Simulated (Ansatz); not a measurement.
A structure relaxed at PBE0-D4/def2-TZVP, charge 0, multiplicity 2:

Cartesian coordinates in Å:
```
Cl 0.471 -1.368 -0.670
B 0.484 0.245 -0.085
Br -0.954 1.123 0.755
```

Problem. Give its formula and SMILES.

Solution. BBrCl, `Cl[B]Br`.

Problem. Point group (tolerance 0.08 Å, 0.16 Å for H)?

Solution. Cs.

Problem. Summarise the bond lengths by kind.

Solution. 1 × B–Cl 1.715 Å; 1 × B–Br 1.883 Å.

Results of the Gaussian-basis code of Ansatz.
